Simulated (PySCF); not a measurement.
# How the method changes the constants of CsSb⁻

State: ⁴Σ⁻ (quartet), unpaired electrons σ ↑, π ↑↑. Set-up: Cs def2-SVPD with ECP46, Sb def2-SVPD with ECP28; scalar-relativistic core potentials (PySCF 2.14). De refers to Cs + Sb⁻ in their high-spin ground configurations, without counterpoise correction. The functionals are run spin-unrestricted. A positive dipole points towards Sb; it is taken about the centre of mass and depends on that origin.

```tsv
Level	Re (Å)	ωe (cm⁻¹)	De (eV)	μ (D)
PBE	3.891	66.5	n/a	4.15
r²SCAN	3.897	68.3	n/a	3.59
M06-L	3.899	72.8	n/a	7.09
r²SCANh	3.888	69.2	n/a	3.40
B3LYP	3.938	65.1	n/a	3.02
PBE0	3.863	70.8	n/a	3.87
```

**Question.** What does a quarter of exact exchange do here, going from PBE to PBE0?

**Answer.** PBE0 less PBE: -2.8 pm in Re, +6.5 % in ωe. Exact exchange removes part of the self-interaction that spreads semilocal densities, and in most molecules shortens and stiffens the bond and lowers De; so it does here.

**Question.** What does the step from GGA to meta-GGA do here, going from PBE to r²SCAN?

**Answer.** r²SCAN less PBE: +0.6 pm in Re, +2.7 % in ωe. 

These are scalar-relativistic numbers at best; spin–orbit coupling would shift them, the dissociation energy most. Counting both spins, an empty level lies below a filled one in some of these solutions, because spin and occupation are held. The highest Kohn–Sham level is positive in this anion. Much of that is self-interaction error, but it also means that the finite basis helps to hold the extra electron. The state is the lowest determinant that a PBE0 search found; another state may lie lower at other levels.
